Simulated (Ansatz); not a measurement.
BH₅OSiZn (`OB[SiH2][ZnH]`). Charge 0, multiplicity 1.

```xyz
9

O     0.7464    1.5295   -1.3502
B     0.3613    1.2052   -0.0932
Si    0.5049   -0.7053    0.5297
Zn   -1.5663   -1.8192    0.1469
H     0.6024    2.4547   -1.5685
H    -0.1182    2.0599    0.6113
H     0.7939   -0.7365    1.9957
H     1.6007   -1.4491   -0.1614
H    -2.9251   -2.5393   -0.1104
```

Q: What are the harmonic wavenumbers in cm⁻¹ at PBE0-D4/def2-TZVP (Ansatz, finite differences of forces, unscaled)? (An estimate is asked.)

A: Computed: 49, 108, 235, 314, 341, 398, 464, 546, 572, 658, 680, 874, 927, 990, 1178, 1349, 1842, 2179, 2187, 2534, 3854.

Q: Is this a minimum?

A: Yes, all 21 modes are real.

Q: Give the ideal-gas thermochemistry at 298.15 K and 1 bar (rigid rotor, harmonic oscillator; point group C1, symmetry number 1).

A: Zero-point energy 133.3 kJ/mol; H(298) − E = 154.2 kJ/mol; entropy 353.4 J/(mol·K), of which translation 169.1, rotation 115.3, vibration 68.9; G(298) − E = 48.8 kJ/mol. Modes under 100 cm⁻¹ are hindered rotations or soft bends, so the harmonic entropy is rough.

Q: And at 400, 500, 600, 800 and 1000 K?

A: 
| T (K) | H − E (kJ/mol) | S (J/mol/K) | G − E (kJ/mol) |
| --- | --- | --- | --- |
| 400 | 166.0 | 387.3 | 11.1 |
| 500 | 179.0 | 416.3 | -29.1 |
| 600 | 193.2 | 442.2 | -72.1 |
| 800 | 224.2 | 486.7 | -165.1 |
| 1000 | 257.7 | 524.0 | -266.3 |
